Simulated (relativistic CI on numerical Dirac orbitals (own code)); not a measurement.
## Level scheme of Al

Computed by Dirac-Coulomb-Breit CI, orbitals from a KLI potential per configuration, model QED (radiative potential, 1s self-energy scaled to tabulated hydrogen-like ionisation energies), valence Slater integrals scaled by 0.85, P86 correlation energy added to each configuration (own radial code, finite nucleus).

Configurations in the expansion (outside the closed core [Ne]): 3s2 3p, 3s2 4s, 3s 3p2, 3s2 3d, 3s2 4p, 3s2 5s, 3s2 4d, 3s2 5p, 3s2 4f, 3s2 6s, 3s2 6p, 3s2 5f, 3s2 5g, 3s2 5d, 3p3, 3s2 6d, 3s 3p 3d. Levels of other configurations are missing.

The lowest level is 3s2 3p 2P°_1/2, with 96 % of that term; Hund's rules for 3s2 3p give 2P° with J = 1/2, in agreement.

```tsv
No.	Configuration	Term	J	E (eV)	%	Landé g	Lifetime (s)
1	3s2 3p	2P°	1/2	0.0000	96	0.666	
2	3s2 3p	2P°	3/2	0.0123	96	1.334	1.15e+05
3	3s 3p2	4P	1/2	3.3157	100	2.670	5.62e-04
4	3s 3p2	4P	3/2	3.3214	100	1.735	5.66e-02
5	3s 3p2	4P	5/2	3.3307	100	1.601	2.78e-02
6	3s2 4s	2S	1/2	3.7137	100	2.002	3.62e-09
7	3s2 3d	2D	3/2	4.5038	66	0.800	1.79e-08
8	3s2 3d	2D	5/2	4.5041	66	1.200	1.77e-08
9	3s2 4p	2P°	1/2	4.6480	100	0.666	
10	3s2 4p	2P°	3/2	4.6500	100	1.334	
11	3s2 5s	2S	1/2	5.2843	100	2.002	1.05e-08
12	3s2 4d	2D	3/2	5.3658	41	0.800	1.24e-08
13	3s2 4d	2D	5/2	5.3667	41	1.200	1.26e-08
14	3s2 5p	2P°	1/2	5.6167	100	0.666	
15	3s2 5p	2P°	3/2	5.6174	100	1.334	
16	3s2 6s	2S	1/2	5.8756	100	2.002	2.39e-08
17	3s2 4d	2D	3/2	5.8862	45	0.800	6.62e-09
18	3s2 4d	2D	5/2	5.8868	45	1.200	6.69e-09
19	3s2 4f	2F°	5/2	5.8908	100	0.857	2.33e-08
20	3s2 4f	2F°	7/2	5.8908	100	1.143	2.33e-08
```

Energies count from the lowest computed level; ° marks odd parity; lifetimes are radiative, by E1, M1, E2, M2, E3 decay to levels of this space only; some are left blank where a channel outside the calculation adds to the decay or the decay crosses a small, uncertain gap.

The mean weight of the leading LS term, summed over parents, in these 20 levels is 85 %, and that of the leading jj configuration (from the same eigenvectors) 80 %.

For a near-neutral ion this model can misplace configurations by up to about 10,000 cm⁻¹ (more where the count of f electrons changes) and terms by 10 to 25 % of their spread. Rates follow the energies as ν³ (E1, M1) or ν⁵ (E2), so they and the lifetimes can be off by large factors. The fine structure of a lone outer electron comes out too small, for d and f at times inverted, and misplaced configurations move strength between like terms. 15 of the 26 excited levels that our extract of the measured tables holds in this range could be paired (the sources list more); they are missed by 4062 cm⁻¹ on average and 6193 at most, and levels without a partner can miss by more.

LS names give the leading component of a level, which can be under half, so a name can repeat, a term be missing and a line seem to break the LS rules.
